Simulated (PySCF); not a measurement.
## Working with the constants of TlP⁺

UHF-CCSD(T) constants of TlP⁺, ⁴Σ⁻ (quartet), unpaired electrons σ ↑, π ↑↑ (PySCF, scalar-relativistic core potentials, basis sets Tl def2-SVP with ECP60, P def2-SVP; masses 204.9744 and 30.9738 u):

| Property | Result |
| --- | --- |
| ωe | 78.9 cm⁻¹ |
| ωexe | 0.934 cm⁻¹ |
| Be | 0.055741 cm⁻¹ |
| αe | 0.000735 cm⁻¹ |
| D (centrifugal) | 1.11e-07 cm⁻¹ |

Give the vibrational terms G(v) and spacings up to v = 6.

G(v) = ωe(v+½) − ωexe(v+½)².

```csv
v,G(v) (cm⁻¹),G(v) − G(v−1),Bv (cm⁻¹)
0,39.2,,0.05537
1,116.2,77.0,0.05464
2,191.4,75.2,0.05390
3,264.7,73.3,0.05317
4,336.1,71.4,0.05243
5,405.7,69.6,0.05170
6,473.4,67.7,0.05096
```

Correlated steps freeze 9 core orbitals. These are scalar-relativistic numbers at best; spin–orbit coupling would shift them, the dissociation energy most. The state was picked by a PBE0 search and need not be the measured ground state.
